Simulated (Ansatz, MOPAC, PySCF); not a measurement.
Torsion H4–O1–B2–I3 in BH2IO (SMILES OBI); at each angle all else is relaxed with GFN2-xTB, and the levels are single points there.
Geometry at 0° (charge 0, multiplicity 1):
```xyz
5

O     -0.99053    -0.29862    -0.36904
B     -0.00429     0.54651    -0.20446
I      1.05580     0.73831     1.63617
H     -1.28288    -0.87563     0.34010
H      0.30076     1.21904    -1.10880
```

On the grid 0° to 330°, 120° is the highest and 0° the lowest point at MP2/CBS(def2-TZVPP, def2-QZVPP) + ΔCCSD(T)/def2-TZVPP.

Correlated levels freeze the cores. Filled d and f shells under p-block atoms count as core. CBS: X⁻³ extrapolation of the correlation energy, Hartree–Fock from the larger set. Rows in 3-21G, LANL2DZ, STO-3G carry no dispersion term and start afresh at each structure; the Pople sets are all-electron and without relativity. LANL2DZ brings its own core potentials from Na on. The state reached by AM1, PM3, PM6, PM7 isn't checked; PM7 holds dispersion and hydrogen-bond terms.

Run with Ansatz (Gaussian orbitals); MOPAC for AM1, PM3, PM6, PM7 (differences of heats of formation); PySCF for 3-21G rows, LANL2DZ rows, STO-3G rows, the dispersion terms. Each number belongs to the level named beside it. In def2 rows elements past Kr take small-core potentials, without spin–orbit coupling.

Other levels give for the energy at 120° less that at 0°: PBE/def2-TZVPP 9.93; B3LYP/def2-TZVPP 9.68; B3LYP-D3(BJ)/def2-TZVPP 9.82; wB97M-V/def2-TZVPP 10.00; MP2/CBS(def2-TZVPP, def2-QZVPP) + ΔCCSD(T)/def2-TZVPP 10.26 kcal/mol.

Common cheap choices:

| level | energy at 120° less that at 0° (kcal/mol) |
|---|---|
| AM1 | 13.73 |
| PM3 | 13.34 |
| PM6 | 8.81 |
| PM7 | 6.60 |
| HF/STO-3G | 15.14 |
| HF/3-21G | 8.98 |
| B3LYP/3-21G | 9.95 |
| B3LYP/LANL2DZ | 8.15 |

Ansatz is an electronic-structure program.
